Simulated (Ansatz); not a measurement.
Basis sets compared for the cluster PbO4. Total charge 0; singlet. Geometry PBE-D4/def2-SVP. Ansatz on 4 threads of Arm Neoverse V2 on a shared host; times are rough, and most runs start from earlier orbitals.

```tsv
atom	x (Å)	y (Å)	z (Å)
Pb1	-1.670	0.257	0.544
O2	-0.432	0.662	-1.206
O3	0.183	-0.624	1.287
O4	0.741	-0.265	-0.927
O5	1.178	-0.031	0.302
```

In the def2 sets Pb takes a core potential; there is no spin–orbit coupling. The structure holds 3 bonds between oxygen atoms, so isomers without such links may lie far lower. The structure comes from a short search, and lower isomers may exist.

Binding counts from free atoms (Pb triplet, O triplet) in the same basis, without a counterpoise term.

```csv
level,functions,energy (Eh),HOMO (eV),LUMO (eV),binding per atom (eV),wall time
PBE-D4/def2-SVP,82,-493.0731,-5.53,-3.41,3.02,0.97 s
PBE-D4/def2-TZVP,174,-493.4564,-5.72,-3.54,3.01,1.1 s
r2SCAN-D4/def2-TZVP (with forces),174,-493.6449,-5.99,-3.43,2.63,2.5 s
PBE0-D4/def2-SVP,82,-492.9817,-7.08,-2.89,2.44,1.2 s
PBE0-D4/def2-TZVP,174,-493.3646,-7.19,-2.97,2.47,2 s
```

Q: Estimate the rows for PBE-D4/def2-TZVPD, r2SCAN-D4/def2-TZVPD, PBE0-D4/def2-TZVPD.

A: 
| level | functions | energy (Eh) | HOMO (eV) | LUMO (eV) | binding per atom (eV) | wall time |
| --- | --- | --- | --- | --- | --- | --- |
| PBE-D4/def2-TZVPD | 216 | -493.4602 | -5.82 | -3.60 | 3.01 | 1.7 s |
| r2SCAN-D4/def2-TZVPD | 216 | -493.6479 | -6.05 | -3.46 | 2.64 | 3.3 s |
| PBE0-D4/def2-TZVPD | 216 | -493.3678 | -7.26 | -3.01 | 2.47 | 2.3 s |
